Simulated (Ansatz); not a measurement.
A nudged elastic band was laid between two geometries of AlF2H3Si (7 atoms, charge 0, multiplicity 1).

These are results of RKS BLYP-D4/STO-3G (Ansatz 0.2.0), not measurements.

```
movable images  : 7
climbing image  : yes
spring          : 5.0 eV/Å²
optimiser       : quadratic models (default)
start path      : through a guess of the saddle point
force threshold : 0.05 eV/Å
iteration limit : 60
end points      : relaxed
```

First end point:

```xyz
7
Properties=species:S:1:pos:R:3
F -0.238 -1.495 1.617
Si 0.552 -0.660 0.399
F 1.031 -1.869 -0.652
Al -0.761 1.016 -0.580
H 1.803 -0.141 1.010
H -1.205 2.213 0.239
H -1.184 0.937 -2.034
```

Last end point:

```xyz
7
Properties=species:S:1:pos:R:3
F -0.847 -1.992 1.430
Si 0.085 -1.101 0.402
F 1.064 -2.330 -0.095
Al -0.064 1.218 -0.373
H 1.414 1.559 -0.356
H -0.964 1.783 0.706
H -0.688 0.862 -1.713
```

Question: Which bonds break or form, and what moves?

Answer: Bonds broken: Si2–H5. Bonds formed: Al4–H5.

Question: Give the energies along the band, and the barrier.

Answer: The run converged. The highest image is number 3 of 0 to 8, 74.7 kJ/mol above the first end and 84.7 kJ/mol above the last; the last end lies 10.0 kJ/mol below the first. A vibrational analysis at the climbing image gives one clearly imaginary mode, 482i cm⁻¹: a first-order saddle point. The orbitals stay closed-shell, which can raise the energy where a bond breaks towards radicals; this wasn't checked here. Limits of this set-up: minimal basis.

| image | path coordinate (Å) | energy (kJ/mol) | Si2–H5 (Å) | Al4–H5 (Å) |
| --- | --- | --- | --- | --- |
| 0 | 0.00 | 0.0 | 1.49 | 3.23 |
| 1 | 0.74 | -0.1 | 1.49 | 3.22 |
| 2 | 1.47 | 26.0 | 1.49 | 2.74 |
| 3 | 2.21 | 74.7 | 1.63 | 2.05 |
| 4 | 2.79 | 13.7 | 2.14 | 1.60 |
| 5 | 3.37 | -6.4 | 2.61 | 1.54 |
| 6 | 3.95 | -10.0 | 2.92 | 1.52 |
| 7 | 4.52 | -9.9 | 3.01 | 1.52 |
| 8 | 5.10 | -10.0 | 3.07 | 1.52 |

Question: What is the geometry of the highest image?

Answer: 
```xyz
7
Properties=species:S:1:pos:R:3
F 0.175 -1.437 1.894
Si 0.089 -0.948 0.303
F 0.959 -2.121 -0.501
Al -0.712 0.958 -0.509
H 1.086 0.343 0.259
H -1.203 1.958 0.509
H -0.394 1.246 -1.955
```

Question: What are the harmonic wavenumbers there?

Answer: 482i, 147, 270, 332, 445, 520, 561, 713, 851, 875, 900, 913, 1797, 2399, 2458 cm⁻¹.

The band took 20 iterations and of the order of 2.5 core-minutes.

Run time: 2.5 min on 1 thread of Arm Neoverse V2, with other jobs on the host, peak memory 0.09 GiB.
